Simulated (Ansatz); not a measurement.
`I[SiH]1NCN1`, 10 atoms. Total charge 0; spin multiplicity 1. Correlated methods include outer-core shells of I, which these sets cover unevenly. I takes the def2 core potential. All runs use 4 threads of an Arm Neoverse V2 on a shared host. Correlated methods freeze the cores.

(1) How many basis functions does each run have, and how long does it take in Ansatz? RKS PBE0-D4/def2-QZVPP energy; RKS PBE0-D4/def2-SVP energy; RHF-MP2/def2-QZVPP energy; RKS r2SCAN0-D4/def2-TZVPP energy; RKS PBE0-D4/def2-TZVP frequencies; RKS PBE0-D4/def2-TZVP relaxation (7 steps); RKS ωB97M-V/def2-QZVPP energy; RHF-CCSD(T)/def2-SVP energy; RKS ωB97M-V/def2-SVP energy; RKS ωB97X-V/def2-TZVPP energy; RKS PBE0-D4/def2-TZVPP energy; RHF-CCSD(T)/def2-TZVPP energy. (Best estimate.)

## Answers

(1) Computed: Other jobs shared the machine, so times are rough.

```csv
level,job,functions,wall time,peak host memory (GiB)
RKS PBE0-D4/def2-SVP,energy,111,1.6 s,0.46
RKS PBE0-D4/def2-TZVPP,energy,255,4 s,0.72
RKS ωB97M-V/def2-SVP,energy,111,6.5 s,0.46
RKS r2SCAN0-D4/def2-TZVPP,energy,255,7 s,0.75
RKS ωB97X-V/def2-TZVPP,energy,255,10 s,0.88
RHF-CCSD(T)/def2-SVP,energy,111,11 s,0.61
RKS PBE0-D4/def2-QZVPP,energy,473,11 s,1.9
RKS ωB97M-V/def2-QZVPP,energy,473,26 s,2.3
RHF-MP2/def2-QZVPP,energy,473,27 s,3.1
RKS PBE0-D4/def2-TZVP,relaxation (7 steps),210,36 s,0.61
RKS PBE0-D4/def2-TZVP,frequencies,210,3.1 min,0.65
RHF-CCSD(T)/def2-TZVPP,energy,255,5.5 min,6.3
```
